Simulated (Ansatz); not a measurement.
## Worked example: CH4O + GeH3(NH2) → H3NO + GeH3(CH3)

Species: CH4O (methanol) `CO`, singlet; GeH3(NH2), singlet; H3NO (hydroxylamine) `NO`, singlet; GeH3(CH3) (methyl germane), singlet. The partners trade CH3 for NH2: O–CH3 and Ge–NH2 bonds give way to O–NH2 and Ge–CH3.

Shapes, held fixed at every level: PBE0-D4/def2-TZVP. Flexible molecules stand in one conformer, not always the lowest. Programs: Ansatz 0.2.0. The zero-point and thermal change to 298 K, harmonic and unscaled (PBE0-D4/def2-TZVP), is -0.3 kJ/mol.

At CCSD(T)/def2-TZVPP; 1 Eh = 2625.50 kJ/mol:

```
  species   energy (Eh)
     CH4O   -115.555339
GeH3(NH2)  -2133.280548
     H3NO   -131.543630
GeH3(CH3)  -2117.237880
```

**Question.** Work out ΔH(298 K) of the reaction at this level.

**Answer.** 
1. Products less reactants: (-131.543630) + (-2117.237880) − [(-115.555339) + (-2133.280548)] = 0.054377 Eh = +142.8 kJ/mol.
2. With the thermal change: +142.8 + (-0.3) = +142.5 kJ/mol.

Other levels give +129.2 (PBE-D4/def2-TZVPP) to +161.2 kJ/mol (HF/def2-TZVPP). No measured value is set beside it here. Relativity is left out for Ge. Outer-core shells of Ge are correlated in most correlated rows, in sets that cover them unevenly.
